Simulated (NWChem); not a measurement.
A series in which one site is exchanged, each optimised at PBE0/def2-SVP with NWChem, gas phase unless a solvent is named. All stand in one matching conformer (torsions within 35°), which need not be the lowest. For some, no frequency run checked for a minimum. def2 effective core potentials on Nb, Ta; no spin-orbit coupling.

A: [O]=[Nb]([OH])([OH])[OH] (NbH3O4; site = Nb)
B: [OH][Ta](=[O])([OH])[OH] (TaH3O4; site = Ta)
C: [O]=[V]([OH])([OH])[OH] (VH3O4; site = V)

Values for A:

| Item | Value |
|---|---|
| orbital gap (eV), PBE0/def2-SVP | 8.60 |
| vertical ionisation energy, ΔSCF, CAM-B3LYP/def2-SVP (eV) | 11.54 |
| static polarisability, CAM-B3LYP/def2-SVPD (bohr³) | 53.8 |
| lowest singlet excitation, CAM-B3LYP/def2-SVPD, TDA (eV) | 6.78 |

### Question
How do these values change for the other members?

### Answer
| change from A | B | C |
|---|---|---|
| orbital gap (eV), PBE0/def2-SVP | +0.53 | -1.77 |
| vertical ionisation energy, ΔSCF, CAM-B3LYP/def2-SVP (eV) | +0.15 | -0.28 |
| static polarisability, CAM-B3LYP/def2-SVPD (bohr³) | -0.6 | -3.6 |
| lowest singlet excitation, CAM-B3LYP/def2-SVPD, TDA (eV) | +0.35 | -1.52 |
